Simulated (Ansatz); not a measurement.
Energy needed to pull apart C2HFSe (SMILES FC#C[SeH]), closed shell, into free ground-state atoms, from the structure below (displaced at random from a GFN2-xTB minimum); no zero-point or spin–orbit terms; open-shell atoms are treated unrestricted, in their ground-state multiplicity.

F1  (1.448, -1.460, 1.506)
C2  (0.645, -0.864, 0.653)
C3  (-0.033, -0.154, -0.087)
Se4  (-1.140, 0.549, -1.339)
H5  (-0.986, 1.887, -0.832)
(Å)

Computed with Ansatz 0.2.0 (basis: def2-TZVPP); correlated methods freeze the cores. Filled d shells of the heavier atoms are correlated. The def2 sets are not built for correlating such inner shells, so the correlated values are less sure here.

| method | atomization energy (kcal/mol) |
| --- | --- |
| PBE-D4 | 463.2 |
| revPBE-D4 | 444.6 |
| r2SCAN-D4 | 437.8 |
| PBE0-D4 | 440.1 |
| wB97X-V | ? |
| wB97M-V | 433.7 |
| HF | 267.6 |
| MP2 | ? |
| CCSD | 406.0 |
| CCSD(T) | 420.3 |

(1) What does MP2 give? (Judge from chemistry; the value comes from the calculation.)

(2) What does wB97X-V give? (An estimate is asked for; the value comes from the calculation.)

T1 diagnostic: at most 0.013.

Results:

(1) The calculation gives: 442.0 kcal/mol, which is about 21.7 kcal/mol more than CCSD(T)/def2-TZVPP.

(2) The calculation gives: 433.7 kcal/mol, which is about 13.5 kcal/mol more than CCSD(T)/def2-TZVPP.

In triple zeta the MP2 and coupled-cluster atomization energies are still short of their basis limit by a few kcal/mol a bond, whereas those of the functionals are nearly converged, so these differences are not deviations from converged CCSD(T).

For scale, one of the runs: CCSD(T)/def2-TZVPP forces, 155 basis functions (an equivalent command: `ansatz run in.yaml --threads 4`). Hardware: 4 CPU threads, shared host. Wall time 2.4 min; peak host memory 2.1 GiB.
